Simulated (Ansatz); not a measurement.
AlGa5, relaxed as a singlet with RKS PBE-D4/def2-SVP in Ansatz, starting from packed atoms. Force threshold 0.02 eV/Å.

The restricted singlet is unstable towards broken spin symmetry in Hartree–Fock (as tested in another run); at PBE-D4/def2-SVP this wasn't settled. Another isomer (singlet) lies 0.08 eV lower at PBE0-D4/def2-TZVP; other spin states weren't run for this one.

Start:

```xyz
6

Al   -0.375   -0.277   -1.743
Ga    0.587    1.367    1.879
Ga   -1.118   -0.321    0.551
Ga   -0.424    1.760   -0.455
Ga    0.117   -2.388   -0.229
Ga    1.212   -0.141   -0.005
```

Question: Estimate the energy that the relaxation releases and the steps that it takes.

Answer: 298.8 kJ/mol, in 19 steps; 43 s on 4 threads of Arm Neoverse V2 on a shared host. The force fell under the threshold at step 14, but the optimiser went on. No frequencies were taken in this run, so the end may be a saddle point.

Question: Does the start keep its bonding and symmetry?

Answer: Bonds lost: Al1–Ga6, Ga3–Ga6, Ga4–Ga6 (atoms count from 1). Metal–metal contacts that move far: Al1–Ga3 2.41 to 3.04 Å.

Question: Predict the relaxed structure.

Answer: 
| atom | x (Å) | y (Å) | z (Å) |
| --- | --- | --- | --- |
| Al1 | -0.622 | -0.329 | -2.034 |
| Ga2 | 0.468 | 1.006 | 1.649 |
| Ga3 | -1.513 | -0.335 | 0.874 |
| Ga4 | -0.624 | 1.941 | -0.558 |
| Ga5 | 0.137 | -1.932 | -0.171 |
| Ga6 | 2.154 | -0.351 | 0.240 |
Bond lengths (bridged metal pairs left out): 6 × Ga–Ga 2.51 to 2.83 Å; 2 × Al–Ga 2.57 to 2.71 Å.
